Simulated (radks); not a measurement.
Q: Kr VI, 31 electrons, occupied as [Ar] 3d10 4s2 4p1. Method: scalar-relativistic Kohn-Sham, r2SCAN, spin-polarised, spherical densities, finite nucleus; open shells are filled with parallel spins first; meta-GGA in the generalised Kohn-Sham scheme; Fermi nuclear charge, rms radius 4.1884 fm; computed with a radial shooting solver on a logarithmic mesh with Libxc functionals. Some entries of the table are withheld. Estimate them.

orbital,occ.,eigenvalue (eV),<r> (bohr)
1s up,1,-14271.20,0.04149
1s down,1,-14271.03,0.04149
2s up,1,-1954.381,0.1833
2s down,1,-1954.347,0.1833
2p up,3,-1734.675,0.1601
2p down,3,-1734.544,0.1601
3s up,1,-344.6444,0.5283
3s down,1,-344.4989,0.5283
3p up,3,-273.7516,0.5384
3p down,3,-273.5710,0.5383
3d up,5,-156.8166,(1)
3d down,5,-156.5718,(2)
4s up,1,-88.9427,1.403
4s down,1,-86.6758,1.397
4p up,1,(3),1.539
4p down,0,(4),1.530
4d up,0,-44.7396,1.898
4d down,0,-41.7933,1.834
5s up,0,-35.4864,2.932

A: 
(1) 3d up <r> (bohr): 0.5503
(2) 3d down <r> (bohr): 0.5491
(3) 4p up eigenvalue (eV): -71.1654
(4) 4p down eigenvalue (eV): -68.7863
